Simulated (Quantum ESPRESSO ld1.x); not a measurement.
Task: Radial electron density D(r) = 4 pi r^2 rho(r) of an atom or ion with 42 electrons. Method: scalar-relativistic Kohn-Sham, PBE, spin-unpolarised, spherical densities, point nucleus; computed with ld1.x of Quantum ESPRESSO 7.5.

```
   r/bohr * D(r) (the largest magnitude, 65.7, reaches the edge; | marks zero)
 0.002881 |   *
 0.003327 |     *
 0.003842 |      *
 0.004473 |        *
 0.005166 |          *
 0.005966 |             *
  0.00689 |                *
 0.008021 |                   *
 0.009264 |                       *
   0.0107 |                           *
  0.01245 |                               *
  0.01438 |                                   *
  0.01661 |                                       *
  0.01918 |                                          *
  0.02233 |                                           *
  0.02579 |                                           *
  0.02979 |                                          *
  0.03468 |                                        *
  0.04005 |                                      *
  0.04625 |                                     *
  0.05341 |                                     *
  0.06218 |                                       *
  0.07181 |                                           *
  0.08294 |                                                *
  0.09655 |                                                     *
   0.1115 |                                                      *
   0.1288 |                                                   *
   0.1487 |                                              *
   0.1731 |                                       *
      0.2 |                                  *
   0.2309 |                                 *
   0.2688 |                                     *
   0.3105 |                                        *
   0.3586 |                                         *
   0.4141 |                                     *
   0.4821 |                            *
   0.5567 |                   *
    0.643 |            *
   0.7485 |         *
   0.8644 |        *
   0.9983 |         *
    1.153 |        *
    1.342 |       *
     1.55 |     *
     1.79 |   *
    2.084 |  *
    2.407 | *
     2.78 |*
     3.21 |*
    3.737 |*
    4.316 *
    4.984 *
    5.803 *
    6.701 *
    7.739 *
    8.938 *
    10.41 *
    12.02 *
```

What is the nuclear charge?

Result: Z = 42. The innermost maximum, from 1s, lies near gamma/Z bohr with gamma = sqrt(1 - (Z/c)^2) = 0.952, here 0.0227 bohr (found: 0.0248), and its height grows with Z. The density is that of neutral molybdenum in [Kr] 4d5 5s1; the configuration itself is not fixed sharply by these data, and Z only to a few units. D(r) has 4 maxima, at r = 0.0248, 0.109, 0.342, 0.998 bohr, and minima at 0.0497, 0.220, 0.844 bohr, inside which lie 2.03, 11.11, 29.29 electrons.
